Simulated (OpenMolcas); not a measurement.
**Cu3+ in a point-charge field**

Cu3+ among 6 point charges of -1 e arranged as a tetragonal octahedron (D4h), 1.97 Å from the ion, with the axial distance 1.734 Å.
```
   1.9700    0.0000    0.0000  -1.00
   0.0000    1.9700    0.0000  -1.00
  -1.9700    0.0000    0.0000  -1.00
   0.0000   -1.9700    0.0000  -1.00
   0.0000    0.0000    1.7336  -1.00
   0.0000    0.0000   -1.7336  -1.00
```

```yaml
Program: OpenMolcas
Method: "SS-CASPT2, IPEA 0.25 Eh, imaginary shift 0.1 Eh (closed shells correlated: 3s 3p)"
Basis: ANO-RCC-VDZP [5s4p2d1f]
Scalar_Hamiltonian: DKH2, point nucleus
Active_space: 8 electrons in 5 orbitals (3d)
State_averaging: 2S+1 = 3 even, 10 roots; 2S+1 = 1 even, 15 roots
Spin-orbit_coupling: state interaction with AMFI integrals over the reference wave functions
```

The lowest spin-free states (labels of D4, the rotations of D4h), above the lowest:

| State | Degeneracy | E (cm-1) | Free-ion L (%) |
| --- | --- | --- | --- |
| 3B1 | 1 | 0 | F (100) |
| 3B2 | 1 | 1780 | F (100) |
| 3E | 2 | 1790 | F (100) |
| 3A2 | 1 | 3010 | F (100) |
| 3E | 2 | 3200 | F (100) |
| 1B1 | 1 | 15590 | D (99) |
| 1A1 | 1 | 16410 | D (94) |
| 1B2 | 1 | 16600 | D (100) |
| 1E | 2 | 17570 | D (98) |
| 3E | 2 | 20540 | P (99) |
| 3A2 | 1 | 23200 | P (100) |
| 1A1 | 1 | 26380 | G (95) |
| 1E | 2 | 27250 | G (99) |
| 1B1 | 1 | 27860 | G (99) |
| 1B2 | 1 | 28290 | G (100) |
| 1E | 2 | 29520 | G (99) |
| 1A2 | 1 | 31030 | G (100) |
| 1A1 | 1 | 31160 | G (99) |
| 1A1 | 1 | 62790 | S (100) |

The lowest levels with spin-orbit coupling:

```csv
E (cm-1),Degeneracy,Label,2S+1,g
0,1,B2,3,
44,2,E,3,0.00 0.00 6.03
1260,1,B1,3,
1500,2,E,3,0.00 0.00 0.33
1600,1,A1,3,
2180,1,A2,3,
2490,1,A1,3,
2740,1,B2,3,
3060,1,B1,3,
3090,2,E,3,0.00 0.00 0.03
3350,1,A2,3,
3980,2,E,3,0.00 0.00 3.38
4720,2,E,3,0.00 0.00 1.11
4980,1,A1,3,
5260,1,B2,3,
5410,1,B1,3,
16190,1,B1,1,
17030,1,B2,1 (87 %),
17030,1,A1,1,
17960,2,E,1 (87 %),0.00 0.00 2.03
```

Powder χT (cm3 K/mol): 0.15 at 2 K, 0.749 at 10 K, 2.17 at 50 K, 2.39 at 100 K, 2.54 at 200 K, 2.66 at 300 K. The effective moment at 300 K is 2.828 √(χT) = 4.62 μB.

The lowest level has 2S+1 = 3, for which the spin-only value is χT = S(S+1) / 2 = 1.000 cm3 K/mol (g = 2). The computed 2.664 at 300 K differs by +1.664, through orbital momentum, spin-orbit coupling and any other state in reach.

Point charges give a weaker field than real ligands, and real ions of this kind are often low spin; the high spin found here belongs to the model. The ground term spreads over less than 5000 cm-1, several times less than with real ligands, so orbital moments are less quenched and χT lies further from the spin-only value than at real sites. Free-ion shares, where given, are those of the reference states; single-state CASPT2 does not remix them. Point charges carry no covalency, so the field is a model and not that of real ligands. No measured value stands beside these numbers.

With an even number of electrons the g values are those of a degenerate or nearly degenerate non-Kramers pair.
